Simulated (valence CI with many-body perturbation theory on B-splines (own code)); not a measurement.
Questions on Sm22+

Computed by valence CI with perturbative core correlation (CI+MBPT): four valence electrons over a frozen Dirac-Fock core [Kr], radial functions for each j: 9 s, 9 p, 10 d, 8 f, 5 g, 3 h, 1 i, with the one-electron correlation potential Σ1 (screened to all orders), the two-electron term Σ2, the three-electron term Σ3, Breit, model QED; selected single and double excitations, second order for the rest (own B-spline code, finite nucleus).

No measured spectrum was set against this ion. As an estimate, terms of the open shell hold to 2 to 4 % of their energy, and close levels can change places. Only levels of the ground parity were solved; by the run's estimate the other parity begins above the list, which can be wrong where configurations are misplaced.

Levels are named by their leading jj configuration (3d3/2^4 stands for four electrons in 3d with j = 3/2), which in mixed levels can hold well under half, so a name can repeat and another be missing.

Rates and lifetimes use the calculated energies. Strong lines usually hold to 10 to 20 %, long lifetimes can be off by a factor of two.

Question: What is the ground level?

Answer: (4d3/2^4) J=0, composition 48 % 4d⁴ ³P + 44 % 4d⁴ ⁵D + 7 % 4d⁴ ¹S.

Question: Name the longest-lived excited levels whose lifetime is computed, and their main decay.

Answer: (4d3/2^3 4d5/2) J=4 at 59725 cm⁻¹ lives 78700 s, mostly by E2 to (4d3/2^3 4d5/2) J=2.

Question: What is the ionisation energy?

Answer: 703.53 eV; NIST lists 702 ± 4 eV (theoretical).

Question: How well does LS coupling describe the low levels?

Answer: Among the lowest 20 levels the leading LS term, summed over configurations, holds 55 % on average. For single configurations the figures are 54 % in LS and 81 % in jj coupling. Terms mix most in the J = 4 level at 59725 cm⁻¹, where the leading one holds 31 %.
